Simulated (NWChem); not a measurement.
System: C₄H₂F₂O; SMILES Fc1ccc(F)o1

```xyz
9

F     -2.2226     0.0000    -0.6637
C     -1.0707     0.0000    -0.0527
C     -0.7216     0.0000     1.2545
C      0.7216     0.0000     1.2545
C      1.0707     0.0000    -0.0527
F      2.2226     0.0000    -0.6637
O      0.0000     0.0000    -0.8657
H     -1.3933     0.0000     2.1082
H      1.3933     0.0000     2.1082
```
Atoms are numbered in this order, from 1.

STO-3G and 3-21G are far too small for this property and stand as cheap habits. The geometry was optimised at PBE0/def2-SVP.

Task: Give the principal values of the shielding tensors (ppm) of F1, C2, C3, O7 from Hartree-Fock/STO-3G, GIAO (NWChem), with their diamagnetic and paramagnetic parts as GIAO splits them.

Result: 
```tsv
atom	σ11	σ22	σ33	isotropic	diamagnetic	paramagnetic
F1	335.4	384.1	522.1	413.9	453.6	-39.7
C2	67.4	118.6	154.7	113.6	258.9	-145.3
C3	87.5	145.4	219.8	150.9	253.8	-102.8
O7	96.3	219.9	360.1	225.4	377.6	-152.2
```
